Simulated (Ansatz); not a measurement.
A nudged elastic band was laid between two geometries of H4NOSb (7 atoms, charge 0, multiplicity 1).

All numbers below come from RKS BLYP/def2-SVP in Ansatz.

```
movable images  : 5
climbing image  : yes
spring          : 5.0 eV/Å²
optimiser       : quadratic models (default)
start path      : IDPP
force threshold : 0.03 eV/Å
iteration limit : 60
end points      : relaxed
```

Initial state:

```xyz
7
Properties=species:S:1:pos:R:3
N -1.004 0.074 -0.820
Sb -0.065 -0.003 1.037
O 1.738 -0.758 0.438
H -1.994 -0.197 -0.791
H -0.905 0.946 -1.354
H 0.613 1.603 0.929
H 1.678 -1.733 0.516
```

Final state:

```xyz
7
Properties=species:S:1:pos:R:3
N -1.325 0.547 -0.212
Sb 0.181 -0.109 1.077
O 1.607 -0.887 -0.183
H -1.925 -0.228 -0.530
H -0.963 1.021 -1.052
H 0.952 1.449 0.982
H 1.534 -1.863 -0.128
```

Q: Which bonds break or form, and what moves?

A: No bond is made or broken. The height of N1 over the plane of its neighbours goes from 0.33 to -0.38 Å.

Q: Give the energies along the band, and the barrier.

A: The forces met the threshold. The highest image is number 2 of 0 to 6, 0.6 kJ/mol above the first end and 9.8 kJ/mol above the last; the last end lies 9.2 kJ/mol below the first. The top lies less than 8 meV above the higher end, about what the thresholds resolve: that end is a shoulder or a very shallow well. A vibrational analysis at the climbing image gives one clearly imaginary mode, 290i cm⁻¹: a first-order saddle point.

| image | path coordinate (Å) | energy (kJ/mol) | height of N1 over the plane of its neighbours (Å) |
| --- | --- | --- | --- |
| 0 | 0.00 | 0.0 | 0.33 |
| 1 | 0.10 | 0.3 | 0.25 |
| 2 | 0.19 | 0.6 | 0.15 |
| 3 | 0.34 | -1.0 | -0.02 |
| 4 | 0.50 | -5.2 | -0.19 |
| 5 | 0.65 | -8.4 | -0.32 |
| 6 | 0.80 | -9.2 | -0.38 |

Q: What is the geometry of the highest image?

A: 
```xyz
7
Properties=species:S:1:pos:R:3:forces:R:3
N -1.105 0.239 -0.636 -0.01 0.00 -0.01
Sb 0.031 -0.055 1.051 0.00 0.00 0.00
O 1.746 -0.834 0.240 0.00 0.00 0.00
H -2.032 -0.187 -0.702 0.00 0.00 0.00
H -0.999 1.049 -1.251 0.01 0.00 0.00
H 0.756 1.529 0.962 0.00 0.00 0.00
H 1.665 -1.810 0.290 0.00 0.00 0.00
```

The run took 38 s on 1 thread of Intel(R) Xeon(R) Platinum 8488C (Sapphire Rapids), on a shared host, peak memory 0.17 GiB.
